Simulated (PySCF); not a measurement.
H11Si6 (SMILES [SiH]1[SiH2][SiH2][SiH2][SiH2][SiH2]1), doublet, at a GFN2-xTB geometry; DF-PBE/STO-3G in PySCF.

PySCF was given this input:
```python
from pyscf import gto, scf, dft

mol = gto.Mole()
mol.atom = '''
    Si   -2.00928681    0.31082660    1.04009462
    Si   -0.99917176    1.88841840   -0.30786964
    Si    1.33189105    1.86714352   -0.19955031
    Si    2.16544122   -0.29385339   -0.43750807
    Si    0.52549777   -1.90244534   -0.79030876
    Si   -1.22044177   -1.84448819    0.75266407
    H    -1.87499552    0.71935075    2.45827646
    H    -1.55553093    3.23387203   -0.11514543
    H    -1.38026573    1.55425403   -1.69439246
    H     1.70927656    2.39928772    1.12036694
    H     1.97417437    2.80156719   -1.13565077
    H     3.19097114   -0.33738215   -1.48875925
    H     2.91262466   -0.65638541    0.77738508
    H     1.09306438   -3.24634636   -0.95936981
    H    -0.08846579   -1.63116720   -2.10228082
    H    -0.77260544   -2.47247584    2.00725274
    H    -2.32326312   -2.72299726    0.32701094
'''
mol.basis = 'sto-3g'
mol.spin = 1
mol.verbose = 4
mol.build()

mf = dft.UKS(mol)
mf.xc = 'pbe'
mf = mf.density_fit(auxbasis='def2-universal-jkfit')
mf.kernel()
```

What the program printed (banner, timings and long lists left out):

```
PySCF version 2.14.0

[INPUT] verbose = 4
[INPUT] num. atoms = 17
[INPUT] num. electrons = 95
[INPUT] charge = 0
[INPUT] spin (= nelec alpha-beta = 2S) = 1
[INPUT] symmetry False subgroup None
[INPUT] Mole.unit = angstrom
[INPUT] Symbol           X                Y                Z      unit          X                Y                Z       unit  Magmom
[INPUT]  1 Si    -2.009286810000   0.310826600000   1.040094620000 AA   -3.797001776601   0.587377146230   1.965493975434 Bohr   0.0
[INPUT]  2 Si    -0.999171760000   1.888418400000  -0.307869640000 AA   -1.888160977800   3.568593584589  -0.581789301668 Bohr   0.0
[INPUT]  3 Si     1.331891050000   1.867143520000  -0.199550310000 AA    2.516909312259   3.528389888056  -0.377095433972 Bohr   0.0
[INPUT]  4 Si     2.165441220000  -0.293853390000  -0.437508070000 AA    4.092090844644  -0.555302427875  -0.826770429587 Bohr   0.0
[INPUT]  5 Si     0.525497770000  -1.902445340000  -0.790308760000 AA    0.993046864370  -3.595100659555  -1.493467110245 Bohr   0.0
[INPUT]  6 Si    -1.220441770000  -1.844488190000   0.752664070000 AA   -2.306300696279  -3.485577519095   1.422328956100 Bohr   0.0
[INPUT]  7 H     -1.874995520000   0.719350750000   2.458276460000 AA   -3.543228017586   1.359375905000   4.645469247865 Bohr   0.0
[INPUT]  8 H     -1.555530930000   3.233872030000  -0.115145430000 AA   -2.939527435990   6.111132458591  -0.217593327195 Bohr   0.0
[INPUT]  9 H     -1.380265730000   1.554254030000  -1.694392460000 AA   -2.608324208823   2.937114444702  -3.201937696928 Bohr   0.0
[INPUT] 10 H      1.709276560000   2.399287720000   1.120366940000 AA    3.230064569539   4.533996684832   2.117186675617 Bohr   0.0
[INPUT] 11 H      1.974174370000   2.801567190000  -1.135650770000 AA    3.730648881436   5.294194708667  -2.146068928451 Bohr   0.0
[INPUT] 12 H      3.190971140000  -0.337382150000  -1.488759250000 AA    6.030061525991  -0.637559862817  -2.813347247913 Bohr   0.0
[INPUT] 13 H      2.912624660000  -0.656385410000   0.777385080000 AA    5.504062911054  -1.240388657060   1.469044894523 Bohr   0.0
[INPUT] 14 H      1.093064380000  -3.246346360000  -0.959369810000 AA    2.065592314718  -6.134705525879  -1.812946193076 Bohr   0.0
[INPUT] 15 H     -0.088465790000  -1.631167200000  -2.102280820000 AA   -0.167176114493  -3.082459271374  -3.972734986726 Bohr   0.0
[INPUT] 16 H     -0.772605440000  -2.472475840000   2.007252740000 AA   -1.460012683949  -4.672302187204   3.793157941383 Bohr   0.0
[INPUT] 17 H     -2.323263120000  -2.722997260000   0.327010940000 AA   -4.390331012103  -5.145719059341   0.617961116337 Bohr   0.0

nuclear repulsion = 663.818210696643
number of shells = 41
number of NR pGTOs = 195
number of NR cGTOs = 65
basis = sto-3g
ecp = {}

******** <class 'pyscf.df.df_jk.DFUKS'> ********
method = DFUKS
initial guess = minao
damping factor = 0
level_shift factor = 0
DIIS = <class 'pyscf.scf.diis.CDIIS'>
diis_start_cycle = 1
diis_space = 8
diis_damp = 0
SCF conv_tol = 1e-09
SCF conv_tol_grad = None
SCF max_cycles = 50
direct_scf = False
number electrons alpha = 48  beta = 47
XC library pyscf.dft.libxc version 7.1.2
    S. Lehtola, C. Steigemann, M. J. T. Oliveira, and M. A. L. Marques,  SoftwareX 7, 1–5 (2018)
XC functionals = pbe
    J. P. Perdew, K. Burke, and M. Ernzerhof,  Phys. Rev. Lett. 77, 3865 (1996)
    J. P. Perdew, K. Burke, and M. Ernzerhof,  Phys. Rev. Lett. 78, 1396 (1997)
    J. P. Perdew, K. Burke, and M. Ernzerhof,  Phys. Rev. Lett. 77, 3865 (1996)
    J. P. Perdew, K. Burke, and M. Ernzerhof,  Phys. Rev. Lett. 78, 1396 (1997)
radial grids:
    Treutler-Ahlrichs [JCP 102, 346 (1995); DOI:10.1063/1.469408] (M4) radial grids

becke partition: Becke, JCP 88, 2547 (1988); DOI:10.1063/1.454033
pruning grids: <function nwchem_prune>
grids dens level: 3
symmetrized grids: False
atomic radii adjust function: <function treutler_atomic_radii_adjust>
small_rho_cutoff = 0
Set gradient conv threshold to 3.16228e-05
tot grids = 222968
init E= -1721.52916366369

cycle= 1 E= -1722.47529052218  delta_E= -0.946  |g|= 0.0887  |ddm|= 3.26
cycle= 2 E= -1722.47748218969  delta_E= -0.00219  |g|= 0.0712  |ddm|= 0.305
cycle= 3 E= -1722.48165413526  delta_E= -0.00417  |g|= 0.0128  |ddm|= 0.153
cycle= 4 E= -1722.48180086533  delta_E= -0.000147  |g|= 0.00293  |ddm|= 0.0304
cycle= 5 E= -1722.48180950853  delta_E= -8.64e-06  |g|= 0.000972  |ddm|= 0.00867
cycle= 6 E= -1722.48181048309  delta_E= -9.75e-07  |g|= 0.000353  |ddm|= 0.00288
cycle= 7 E= -1722.4818106227  delta_E= -1.4e-07  |g|= 6.33e-05  |ddm|= 0.000976
cycle= 8 E= -1722.48181062675  delta_E= -4.05e-09  |g|= 2.71e-05  |ddm|= 0.000197
cycle= 9 E= -1722.48181062746  delta_E= -7.08e-10  |g|= 5.69e-06  |ddm|= 6.76e-05
Extra cycle  E= -1722.48181062745  delta_E= 4.55e-12  |g|= 5.51e-06  |ddm|= 2.35e-05
converged SCF energy = -1722.48181062745  <S^2> = 0.75136337  2S+1 = 2.0013629
```
